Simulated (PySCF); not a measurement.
Electronic structure of C⁺ (carbon, charge +1) at the r2SCAN level

Configuration: [He] 2s2 2p1, 2P determinant. Calculation: PySCF 2.14, in def2-TZVP (5s3p2d1f, 31 functions); the non-relativistic Hamiltonian (point nucleus).

```
Total energy                                                  : -37.4043 hartree
One-electron energy                                           : -47.5863 hartree
Hartree (Coulomb) energy                                      : 15.0336 hartree
Exchange-correlation energy                                   : -4.8515 hartree
Kinetic energy                                                : 37.31149 hartree
⟨S²⟩                                                          : 0.7545
⟨L²⟩                                                          : 2.012
Sum of ⟨r⟩                                                    : 4.950 bohr
Sum of ⟨r²⟩                                                   : 8.030 bohr²
Traceless quadrupole moment −½Σ⟨3z² − r²⟩ along its main axis : -1.03 e·bohr²
Density at the nucleus (Gaussians lack the cusp)              : 125 bohr⁻³
Spin density at the nucleus                                   : 0.0107 bohr⁻³
Langevin diamagnetic susceptibility                           : -6.36 ×10⁻⁶ cm³/mol
Time after the integrals                                      : 0.39 s of wall time on 1 thread of Neoverse-N1 (shared host)
```

```
shell  electrons  mean orbital energy (hartree)  rms radius, mean of both spins (bohr)
 1s α          1                      -10.73323                                  0.314
 1s β          1                      -10.71176                                  0.314
 2s α          1                       -0.97911                                   1.61
 2s β          1                       -0.91398                                   1.61
 2p α          1                       -0.68500                                   1.63
```
